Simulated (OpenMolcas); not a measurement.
## Co2+ in CaF2

Co2+ with its 8 nearest fluoride ions at 2.264 Å, on the Ca site of CaF2 (a = 5.46294 Å, distance in the model lattice 2.366 Å). The rest of the host is ab initio model potentials to 7.6 Å and point charges beyond; the distance is set by hand and nothing relaxes. Ligand basis ANO-RCC-VDZP.
```
Co    0.0000    0.0000    0.0000
F     1.3071    1.3071    1.3071
F     1.3071    1.3071   -1.3071
F     1.3071   -1.3071    1.3071
F     1.3071   -1.3071   -1.3071
F    -1.3071    1.3071    1.3071
F    -1.3071    1.3071   -1.3071
F    -1.3071   -1.3071    1.3071
F    -1.3071   -1.3071   -1.3071
```

```
Program             : OpenMolcas 26.06
Method              : CASSCF
Basis               : ANO-RCC-VDZP [5s4p2d1f]
Scalar Hamiltonian  : DKH2, point nucleus
Active space        : 7 electrons in 5 orbitals (3d)
State averaging     : 2S+1 = 4 even, 10 roots; 2S+1 = 2 even, 40 roots
Spin-orbit coupling : RASSI with atomic mean-field integrals over the reference wave functions
```

The lowest spin-free states (labels of O, the rotations of Oh), above the lowest:

```
State  Degeneracy  E (cm-1)  Free-ion L (%)
  4A2           1       0.0         F (100)
  4T2           3      3234         F (100)
  4T1           3      5742          F (99)
   2E           2     20595          G (87)
  2T1           3     21083          G (87)
  2A1           1     21800         G (100)
  4T1           3     22362          P (99)
  2T2           3     22503          G (97)
  2T1           3     26860          H (59)
  2T2           3     27218          H (82)
   2E           2     28771          H (67)
  2T1           3     29261          P (54)
  2T1           3     29828          H (87)
  2T2           3     31147          D (79)
   2E           2     32800          D (63)
  2A2           1     46040         F (100)
  2T2           3     46402          F (99)
  2T1           3     47059          F (99)
   2E           2     70811         D (100)
  2T2           3     71141          D (99)
```

The lowest levels with spin-orbit coupling:

| E (cm-1) | Degeneracy | Label | 2S+1 | g |
| --- | --- | --- | --- | --- |
| 0.0 | 4 | Γ8 | 4 |  |
| 3044 | 4 | Γ8 | 4 |  |
| 3201 | 2 | Γ6 | 4 | 1.51 1.51 1.51 |
| 3497 | 4 | Γ8 | 4 |  |
| 3583 | 2 | Γ7 | 4 | 3.43 3.43 3.43 |
| 5250 | 2 | Γ6 | 4 | 3.48 3.48 3.48 |
| 5734 | 4 | Γ8 | 4 |  |
| 6320 | 2 | Γ7 | 4 | 1.46 1.46 1.46 |
| 6448 | 4 | Γ8 | 4 |  |
| 20538 | 4 | Γ8 | 2 |  |
| 20837 | 2 | Γ6 | 2 | 2.54 2.54 2.54 |
| 21463 | 4 | Γ8 | 2 |  |
| 22187 | 2 | Γ6 | 2 | 0.44 0.44 0.44 |
| 22230 | 4 | Γ8 | 4 |  |
| 22234 | 2 | Γ7 | 4 | 2.62 2.62 2.62 |
| 22428 | 4 | Γ8 | 2 |  |
| 22534 | 4 | Γ8 | 4 (90 %) |  |
| 22907 | 2 | Γ6 | 4 | 2.61 2.61 2.61 |
| 23030 | 2 | Γ7 | 2 | 2.36 2.36 2.36 |
| 26751 | 4 | Γ8 | 2 |  |

Powder χT (cm3 K/mol): 2.67 at 2 K, 2.67 at 10 K, 2.7 at 50 K, 2.73 at 100 K, 2.79 at 200 K, 2.85 at 300 K. The effective moment at 300 K is 2.828 √(χT) = 4.77 μB.

The lowest level has 2S+1 = 4, for which the spin-only value is χT = S(S+1) / 2 = 1.875 cm3 K/mol (g = 2). The computed 2.845 at 300 K differs by +0.970, through orbital momentum, spin-orbit coupling and any other state in reach.

Metal share of the active 3d orbitals (Löwdin): 97, 97, 97, 99, 99 %; Mulliken charge of the metal 1.61.

Without dynamic correlation the repulsion within the d shell is too large (B by tens of per cent), so at a given field states of lower spin stand too high. Ligand-to-metal charge-transfer states are missing. With no ligand orbital active B as a rule stays too high, so bands that hang on it stand too high and its fall with covalency is understated. With metal d orbitals alone and no dynamic correlation 10Dq can be off by a tenth to a fifth, either way, in oxide and fluoride hosts. No measured value stands beside these numbers; the geometry was set by hand and not optimised.

The RASSCF and RASSI steps took 22 s on 1 thread of Arm Neoverse V2 (shared host); the integral step is not counted.
